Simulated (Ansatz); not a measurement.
Consider the atomization: `BO[SiH](O)S` → B• + 5 H• + 2 O• + S• + Si•.

Isolated molecules relaxed with PBE0-D4/def2-TZVP in Ansatz; ΔE leaves out vibrations. CBS: MP2 limit from def2 TZ/QZ plus the TZ coupled-cluster correction, frozen cores. This one scheme is used for every species, atoms too. For atomizations the MP2-based limit and the directly extrapolated one differ by several kJ/mol either way, and by 10 to 25 for some Ge, Se and Sn compounds, so smaller differences from it don't rank the levels. Functionals use def2-TZVPP. No spin–orbit coupling; open shells (•) take unrestricted orbitals. Spin–orbit coupling would lower the free atoms: a little for B, O, S, Si. One conformer a species, not always the lowest.

| level | ΔE (eV) |
| --- | --- |
| ωB97X-V | 38.89 |
| r2SCAN | 38.84 |

**Question.** What does CCSD(T)/CBS give? (Estimate.)

**Answer.** Ansatz gave: +38.83 eV. The listed levels differ from it by 0.06, 0.01 eV.

Largest T1 diagnostic among the species: 0.014.

The D4 term adds +0.39 eV with B3LYP and +0.20 eV with PBE0; it sums over pairs of atoms, weighted by their polarisabilities, and B3LYP, whose exchange is more repulsive, gets the larger term. From BLYP to BHLYP (50 % exact exchange), in def2-TZVPP and without D4, ΔE moves by −0.74 eV: exact exchange takes away binding that semilocal exchange gives to molecules.

B3LYP here is the variant with VWN-RPA as its local correlation; programs differ in this.
